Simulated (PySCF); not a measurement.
Spinor energies of Cr⁶⁺ (chromium, charge +6)

Start: [Ar]. Calculated with PySCF 2.14 in an uncontracted even-tempered set (21 s from 0.27 bohr⁻², ratio 2.4; 14 p from 0.35 bohr⁻², ratio 2.4; 5 d from 3.3 bohr⁻², ratio 2.6; 5 f from 4.9 bohr⁻², ratio 2.6): generalised Hartree-Fock with the X2C-1e Hamiltonian and a Gaussian nucleus; one run each with spin-orbit coupling (SO) switched off, then screened by Boettger's factors.

| spinor shell | electrons | ε, spin-free (eV) | ε, screened SO (eV) | weight of nominal j (screened SO) | rms radius, screened SO (bohr) |
| --- | --- | --- | --- | --- | --- |
| 1s1/2 | 2 | -6158.2 | -6158.1 | 1.000 | 0.0734 |
| 2s1/2 | 2 | -843.01 | -843.00 | 1.000 | 0.316 |
| 2p1/2 | 2 | -723.87 | -729.85 | 1.000 | 0.284 |
| 2p3/2 | 4 | -723.87 | -720.93 | 1.000 | 0.287 |
| 3s1/2 | 2 | -198.19 | -198.19 | 1.000 | 0.903 |
| 3p1/2 | 2 | -160.54 | -161.42 | 1.000 | 0.938 |
| 3p3/2 | 4 | -160.54 | -160.10 | 1.000 | 0.944 |

```csv
quantity,spin-free,screened SO
E (hartree),-1040.21776,-1040.23012
M_J,0,0
⟨J²⟩,0.000,0.000
⟨L²⟩,0.000,0.001
⟨S²⟩,0.000,0.001
```

Without spin-orbit coupling the j labels of p, d and f shells carry no meaning; the spin-free column gives the mean over the occupied spinors of each nl shell.
